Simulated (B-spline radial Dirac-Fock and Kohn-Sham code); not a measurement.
# Ionisation of each subshell: Be²⁺

System: the Be²⁺ ion, 1s2, inside a Watson sphere of charge -2 and radius 2.4 Å (a model of the Madelung potential; inside it an electron's potential energy is raised by 12.0 eV); nuclear rms radius 2.519 fm (A = 9).

These are calculated numbers from a radial B-spline solver; the model is Dirac-Fock (average of configuration) total-energy differences with a finite nucleus, the Breit interaction including its frequency dependence, and self-energy and vacuum-polarisation corrections. No correlation. Energies are counted from the vacuum level.

All terms are in eV, carry their sign (relaxation lowers the binding energy) and add up to the binding energy; ⟨r⟩ is the mean radius of the orbital in the initial state.

| subshell | −ε (Koopmans) | relaxation | Breit | QED | binding energy | ⟨r⟩ (bohr) |
| --- | --- | --- | --- | --- | --- | --- |
| K (1s) | 142.2 | -1.52 | -0.02 | 0.00 | 140.7 | 0.414 |
